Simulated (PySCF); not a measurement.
AlClFI, SMILES [F][Al]([Cl])[I].

Geometry: B3LYP-D3(BJ)/def2-SVP. The def2 effective core potentials stand for the cores of I; spin–orbit coupling is left out.

Computed with r2SCAN/def2-TZVPD in PySCF.

Gas-phase values at a fixed geometry.

Computed frontier levels, gap, dipole moment and polarisability:
```yaml
highest_occupied_level: -7.47 eV
lowest_empty_level: -2.13 eV
orbital_gap: 5.34 eV
dipole_moment: 1.01 D
quadrupole, principal values (traceless, Buckingham form, about the centre of nuclear charge): -6.08, -0.46, 6.54 D·Å
mean_static_polarisability: 71.8 bohr³ (10.63 Å³)
polarisability_principal_values: 59.0, 65.4, 90.8 bohr³
```
